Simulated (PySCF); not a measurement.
Structure problem from calculated spectra and properties.

Elements present: B, C, Cl, H and O. Monoisotopic mass: 112.9738 u (electron mass counted); charge -1.

- NMR, other nuclei: isotropic shieldings of nuclei other than C and H, by class: 92 (1 B), 251 (1 O), 898 (1 Cl), 905 (1 Cl) ppm [GIAO B3LYP/pcSseg-2]
- XPS: B1s 191.0, Cl2p3/2 199.6, Cl2p3/2 201.2, C1s 286.9, O1s 533.3, Cl1s 2822.2, Cl1s 2823.8 eV [ΔSCF SCAN, pcX-2 on the ionised atom, pcseg-1 elsewhere, spin-free X2C, 2p3/2 from a spin–orbit splitting computed afterwards within the 2p shell]
- 1H NMR: chemical shifts (computed TMS as zero) by class: 3.57 (1 H), 2.99 (1 H), 2.30 (1 H), -1.04 (1 H) ppm [GIAO B3LYP/pcSseg-2]
- 13C NMR: chemical shifts (computed TMS as zero) by class: 56.9 (1 C) ppm [GIAO B3LYP/pcSseg-2]
- Rotational structure: rotational constants A, B, C: 6.315, 1.338, 1.148 GHz [PBE0-D3(BJ)/def2-SVP]

Gas-phase values; electronic properties from PySCF, density fitting. Levels stand in brackets. The structure is a single PBE0-D3(BJ)/def2-SVP conformer in the gas phase; no vibrational or solvent corrections. The geometry's basis has no diffuse functions, a weakness for an anion. No diffuse functions stand in pcSseg-2, which bears on an anion's orbital energies. NMR classes are plain means over equivalent atoms (diastereotopic ones count apart unless rotation or inversion swaps them), as if these changed places fast.

Question: Which formula fits the mass and the elements?

Answer: CH4BCl2O (calculated 112.9738). No other formula that holds each of these elements comes within 0.0003 u with a fitting electron parity and a possible valence count.

Question: Propose a structure and show how it fits.

Answer: Numbering: `[OH:1][B@@H-:2]([Cl:3])[CH2:4][Cl:5]`. The one carbon: sp3 C–Cl carbon [C4] (56.9 ppm). Hydrogen classes from least to most shielded: 1 H on a four-coordinate boron, B2 (3.57 ppm), 1 H on an sp3 C–Cl carbon, C4 (2.99 ppm), 1 H on an sp3 C–Cl carbon, C4 (2.30 ppm), 1 H on a boron-bound oxygen, O1 (-1.04 ppm). The other shieldings belong to: 92 ppm, four-coordinate boron [B2]; 251 ppm, boron-bound oxygen [O1]; 898 ppm, chlorine bonded to B [Cl3]; 905 ppm, alkyl chlorine [Cl5]. The core levels belong to: B1s 191.0 eV, four-coordinate boron [B2]; Cl2p3/2 199.6 eV, chlorine bonded to B [Cl3]; Cl2p3/2 201.2 eV, alkyl chlorine [Cl5]; C1s 286.9 eV, sp3 C–Cl carbon [C4]; O1s 533.3 eV, boron-bound oxygen [O1]; Cl1s 2822.2 eV, chlorine bonded to B [Cl3]; Cl1s 2823.8 eV, alkyl chlorine [Cl5]. The optimised geometry has point group C1 and is an asymmetric top. Structure: `ClC[B@H-](Cl)O`. The assignments are read from this structure; whether some other isomer fits the data as well wasn't checked. The mirror image fits equally.

Conformer computed: `[OH:1][B@@H-:2]([Cl:3])[CH2:4][Cl:5]`: O1–B2–C4–Cl5 63°, H–O1–B2–Cl3 -68°.
